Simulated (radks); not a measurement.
Question: These are the eigenvalues of the occupied orbitals of an atom or ion with whole-number occupations (hartree). All-electron calculation, Dirac Kohn-Sham, LB94 model potential, spin-unpolarised, spherical densities, finite nucleus; Fermi nuclear charge, rms radius of each element as measured or else 0.836 A^(1/3) + 0.57 fm. Program: a radial shooting solver on a logarithmic mesh with Libxc functionals.

1s1/2: -2360.177
2s1/2: -535.5682
2p1/2: -521.0137
2p3/2: -483.4813
3s1/2: -222.1125

Which element is it, and in what charge state? The configuration may be excited. Open shells, if any, fill j = l - 1/2 first.

Answer: Z = 69, thulium, charge +58: Tm58+ in [Ne] 3s1. The list shows which subshells hold electrons but not how many an open one holds; the 1s level, -2360.2 hartree, gives Z - s = 68.7 by -(Z - s)^2/2, which with screening and relativity narrows Z to a few neighbours, and the depths of the outer levels then fix element, charge and occupations together.
